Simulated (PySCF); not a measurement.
SMILES [OH][Al](/[CH]=[CH]/[Al]([OH])[OH])[OH] (PBE0/def2-SVP optimised geometry):

```
14

Al     0.504    -2.308     0.000
O      2.206    -2.308     0.000
O     -0.442    -3.722     0.001
C     -0.361    -0.574     0.000
C      0.357     0.575     0.005
Al    -0.505     2.310     0.006
O     -2.207     2.315     0.004
O      0.445     3.722     0.010
H      2.814    -3.046     0.003
H     -0.163    -4.637     0.001
H     -1.458    -0.490    -0.003
H      1.454     0.491     0.008
H     -2.814     3.054     0.003
H      0.166     4.637     0.010
```

Calculation: PBE0/def2-TZVP (PySCF).

Problem. What are the frontier orbital energies and the dipole moment?

Solution. HOMO-2 -8.83 eV, HOMO-1 -7.82 eV, HOMO -7.39 eV, LUMO -1.16 eV, LUMO+1 -0.02 eV; dipole moment 0.00 D.

On the same geometry PBE/def2-TZVP (PySCF) gives HOMO-2 -7.12 eV, HOMO-1 -6.72 eV, HOMO -6.15 eV, LUMO -2.06 eV, LUMO+1 -0.86 eV; dipole moment 0.00 D.

Meta-Löwdin charges at PBE0/def2-TZVP: Al1 1.12, O2 -0.79, O3 -0.79, C4 -0.36, C5 -0.36, Al6 1.12, O7 -0.79, O8 -0.79, H9 0.35, H10 0.35, H11 0.13, H12 0.13, H13 0.35, H14 0.35.
